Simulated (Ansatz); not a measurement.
The cluster Zn3S3, relaxed as a singlet with RKS PBE0-D4/def2-SVP in Ansatz, starting from the GFN1-xTB geometry. Force threshold 0.02 eV/Å.

Another isomer (singlet) lies 2.60 eV lower at PBE0-D4/def2-TZVP; other spin states weren't run for this one.

Start:

```xyz
6

Zn   -1.028    0.339   -0.673
Zn    1.532   -0.737   -1.000
Zn   -2.303    1.113    1.627
S    -0.042   -0.279   -2.543
S    -0.046    0.181    1.388
S     1.887   -0.618    1.201
```

**Question.** Estimate the energy that the relaxation releases and the steps that it takes.

**Answer.** 5.9 kcal/mol, in 14 steps; 60 s on 4 threads of Intel Xeon Platinum 8259CL on a shared host. The force fell under the threshold at step 13, but the optimiser went on. No frequencies were taken in this run, so the end may be a saddle point.

**Question.** Does the start keep its bonding and symmetry?

**Answer.** Bonds lost: Zn3–S5 (atoms count from 1). Point group Cs at the start, Cs at the end, both within 0.05 Å.

**Question.** Predict the relaxed structure.

**Answer.** 
```xyz
6

Zn   -0.779    0.306   -0.070
Zn    1.431   -0.705   -1.109
Zn   -3.023    1.296    0.702
S    -0.361   -0.114   -2.205
S     0.464    0.021    1.766
S     2.268   -0.804    0.916
```
Bond lengths (bridged metal pairs left out): 4 × S–Zn 2.18 to 2.24 Å; 1 × Zn–Zn 2.57 Å; 1 × S–S 2.16 Å.
